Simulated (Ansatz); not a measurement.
Problem. Name a neutral molecule of As with HOMO–LUMO gap (B3LYP/def2-TZVPP) between 5.40 and 5.70 eV and HOMO–LUMO gap (PBE0/def2-TZVPP) between 5.95 and 6.25 eV (Ansatz, PBE0-D4/def2-TZVP geometry).

Solution. `[As]12[As]3[As]1[As]23` (5.59 eV, 6.00 eV). Other molecules can fit too; these were computed, each in one conformer that needn't be the lowest.

B3LYP here is the variant with VWN-RPA as its local correlation; programs differ in this.
